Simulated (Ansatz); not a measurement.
## Worked example: a bond strength in TiHCl3O (SMILES Cl[Ti](Cl)(Cl)O)

TiHCl3O: 6 atoms, total charge 0, spin state singlet. SMILES: `Cl[Ti](Cl)(Cl)O`. Geometry: optimised at B3LYP/def2-SVP.

```xyz
6

Cl   -1.6384   -0.8242    1.3707
Ti   -0.0815   -0.3512   -0.0953
Cl    1.7717   -1.3599    0.4918
Cl   -0.6971   -0.9772   -2.1027
O     0.1910    1.3687   -0.0888
H     0.4543    2.1437    0.4244
```

Wanted: the dissociation energy of the Cl4–Ti2 bond into doublet Cl and doublet TiHCl2O (shapes relaxed at B3LYP/def2-SVP, no zero-point term). 1 Eh = 2625.50 kJ/mol = 27.2114 eV. Totals in Eh; open shells run unrestricted unless said.

| level | program | TiHCl3O | doublet Cl | doublet TiHCl2O |
| --- | --- | --- | --- | --- |
| HF/def2-SVP | Ansatz | -2301.974950 | -459.319303 | -1842.618048 |
| B3LYP/def2-SVP | Ansatz | -2305.610614 | -460.006005 | -1845.465074 |
| MP2/def2-SVP, 21 core orbitals frozen | Ansatz | -2302.885039 | -459.428240 | -1843.303379 |

Problem. Work out the dissociation energy at each level.

Solution. 
1. HF/def2-SVP: (-459.319303) + (-1842.618048) − (-2301.974950) = 0.037599 Eh = 98.7 kJ/mol = 1.02 eV.
2. B3LYP/def2-SVP: (-460.006005) + (-1845.465074) − (-2305.610614) = 0.139535 Eh = 366.3 kJ/mol = 3.80 eV.
3. MP2/def2-SVP: (-459.428240) + (-1843.303379) − (-2302.885039) = 0.153420 Eh = 402.8 kJ/mol = 4.17 eV.

The levels span 99 to 403 kJ/mol; no measured value is set beside them. Hartree–Fock lacks the correlation of the bonding electrons, so it comes out low. A bond enthalpy at 298 K also holds the loss of zero-point energy and thermal terms.
